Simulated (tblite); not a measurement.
Compound: C6H9F.
Structure used (GFN2-xTB), in Å, numbered top down from 1:
```
atom  x, y, z in Å
C1     2.5145    0.8541    0.8820
C2     1.6920    0.1704    0.1545
C3     0.8598   -0.5164   -0.5630
C4    -0.6296   -0.2737   -0.6200
C5    -1.0199    1.1157   -0.1346
C6    -1.3749   -1.3742    0.1337
F7    -1.0070   -0.3705   -1.9655
H8     2.7466    0.5724    1.8969
H9     3.0147    1.7293    0.5000
H10    1.2067   -1.3332   -1.1815
H11   -2.0931    1.2557   -0.2396
H12   -0.7406    1.2328    0.9082
H13   -0.5076    1.8708   -0.7258
H14   -1.1126   -1.3408    1.1874
H15   -1.1085   -2.3485   -0.2694
H16   -2.4481   -1.2350    0.0252
```

Computed values, GFN2-xTB/tblite, gas phase, harmonic and unscaled. Against measured fundamentals such values can be off by several per cent, at times by over 20. One conformer, not necessarily the lowest.

Harmonic wavenumbers (cm⁻¹): 29.1, 131.1, 170.0, 208.0, 275.9, 297.7, 307.5, 359.4, 390.3, 421.1, 545.6, 597.8, 777.7, 847.5, 853.3, 883.3, 952.1, 964.9, 981.1, 1005.1, 1114.7, 1153.6, 1185.2, 1248.1, 1312.1, 1389.1, 1402.0, 1438.0, 1468.6, 1478.6, 1480.5, 1492.4, 2098.4, 3036.6, 3043.3, 3044.0, 3048.0, 3050.0, 3051.7, 3058.7, 3074.5, 3084.5.

A = 4575, B = 1615, C = 1595 MHz; mass 100.069 u (most abundant isotopes); point group C1, symmetry number 1.

Task: What is the zero-point energy?

Result: ½Σν̃ = 28376 cm⁻¹ = 81.13 kcal/mol.

Task: What is S at 273.15 K and 1 bar for an ideal gas of classical rigid rotors and harmonic oscillators?

Result: Translation 39.31, rotation 27.44, vibration 21.05: S = 87.8 cal/(mol K).

Task: And Cp and H(273.15 K) − H(0)?

Result: Cp = 30.90 cal/(mol K), of which vibrations give 22.95 (their classical limit is 42 R = 83.5); H(273.15 K) − H(0) = 5.26 kcal/mol without the zero-point energy, 3.09 from vibrations.

Task: Which modes carry the vibrational entropy at 273.15 K?

Result: 29.1 cm⁻¹: 5.72; 131.1 cm⁻¹: 2.76; 170.0 cm⁻¹: 2.27; 208.0 cm⁻¹: 1.90; 275.9 cm⁻¹: 1.41; 297.7 cm⁻¹: 1.29 cal/(mol K); the other 36 give 5.70 together.

Task: Blend soft modes into free rotors: weight 1/[1 + (100 cm⁻¹/ν̃)⁴] for the oscillator and the rest for a rotor with moment μB/(μ + B), μ = h/(8π²ν), B = 10⁻⁴⁴ kg m². What vibrational entropy results?

Result: 19.30 cal/(mol K) in place of 21.05, which changes −T·S at 273.15 K by +0.48 kcal/mol.

Hindered rotation and anharmonicity are outside this model. Other conformers, if any are populated, would add a mixing term that is left out. The structure is chiral; the term R ln 2 for an equal mix with its mirror image is left out.
